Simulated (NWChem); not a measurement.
# BCl

```xyz
2

B      0.0000     0.0000    -1.2902
Cl     0.0000     0.0000     0.4290
```
Atoms are numbered in this order, from 1.

The geometry was optimised at PBE0/def2-SVP.

Question: Give the principal values of the shielding tensors (ppm) of B1, Cl2 from Hartree-Fock/6-31G* (spherical d), GIAO (NWChem), with their diamagnetic and paramagnetic parts as GIAO splits them.

Answer: 
| atom | σ11 | σ22 | σ33 | isotropic | diamagnetic | paramagnetic |
|---|---|---|---|---|---|---|
| B1 | -126.6 | -126.6 | 210.9 | -14.1 | 196.5 | -210.6 |
| Cl2 | -12.4 | -12.4 | 1150.2 | 375.2 | 1148.6 | -773.4 |
